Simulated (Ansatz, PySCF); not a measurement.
C4H4, SMILES C=C1C=C1.

Coordinates come from a B3LYP-D3(BJ)/def2-SVP optimisation.

Vertical ionisation energy (IE) and electron affinity (EA) in eV. Rows of orbital energies are one-electron estimates. Where ΔSCF, EOM or ADC give a negative EA the extra electron is unbound and the value depends on the basis.

```
level                                                                       IE     EA
------------------------------------------------------------------------  ----  -----
−ε(HOMO), −ε(LUMO), r2SCAN/def2-TZVPD (PySCF)                             5.13   1.48
−ε(HOMO), −ε(LUMO), PBE/def2-TZVPD (PySCF)                                 ___    ___
ΔSCF, CAM-B3LYP/def2-SVPD (Ansatz), final states of multiplicity 2 and 2  8.26  -1.34
ΔSCF, PBE/def2-SVPD (Ansatz), final states of multiplicity 2 and 2        8.33  -1.35
```

Q: Some entries are withheld; supply them. (An estimate is asked for; the answer gives what the named calculation found.)

A: 
- −ε(HOMO), −ε(LUMO), PBE/def2-TZVPD (PySCF), IE: 5.02
- −ε(HOMO), −ε(LUMO), PBE/def2-TZVPD (PySCF), EA: 1.76

Q: What vertical singlet–triplet gap does ΔSCF give with CAM-B3LYP/def2-SVPD (Ansatz, a quantum-chemistry and plane-wave program) and with PBE/def2-SVPD (Ansatz)? (An estimate is asked for; the answer gives what the named calculation found.)

A: 3.27 and 3.34 eV (triplet above singlet where positive).
